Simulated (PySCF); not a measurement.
C₈H₁₂O₂Si₂, SMILES COC(=O)[SiH2][SiH2]c1ccccc1, singlet (GFN2-xTB optimised geometry):

```
24

C     -3.200    -4.380    -2.174
O     -2.440    -3.183    -2.294
C     -1.189    -3.204    -1.815
O     -0.697    -4.176    -1.296
Si    -0.385    -1.482    -1.983
Si    -0.828    -0.344    -0.009
C      0.121     1.290     0.000
C     -0.531     2.518    -0.006
C      0.178     3.706    -0.008
C      1.563     3.686    -0.004
C      2.230     2.472     0.000
C      1.513     1.290     0.000
H     -3.311    -4.650    -1.122
H     -4.169    -4.177    -2.622
H     -2.697    -5.197    -2.695
H      1.037    -1.733    -2.242
H     -0.964    -0.898    -3.198
H     -0.423    -1.095     1.191
H     -2.254    -0.020     0.166
H     -1.611     2.543    -0.006
H     -0.348     4.650    -0.011
H      2.120     4.611    -0.004
H      3.311     2.449     0.004
H      2.042     0.346     0.004
```

Computed with B3LYP/def2-SVP run with PySCF.

Task: What are the frontier orbital energies and the dipole moment?

Result: HOMO-2 -7.30 eV, HOMO-1 -7.21 eV, HOMO -6.93 eV, LUMO -0.92 eV, LUMO+1 -0.47 eV; dipole moment 1.88 D.

Meta-Löwdin charges at B3LYP/def2-SVP: C1 -0.08, O2 -0.34, C3 0.30, O4 -0.43, Si5 0.35, Si6 0.40, C7 -0.21, C8 -0.09, C9 -0.10, C10 -0.09, C11 -0.10, C12 -0.10, H13 0.11, H14 0.11, H15 0.11, H16 -0.08, H17 -0.08, H18 -0.09, H19 -0.09, H20 0.10, H21 0.10, H22 0.10, H23 0.10, H24 0.09.
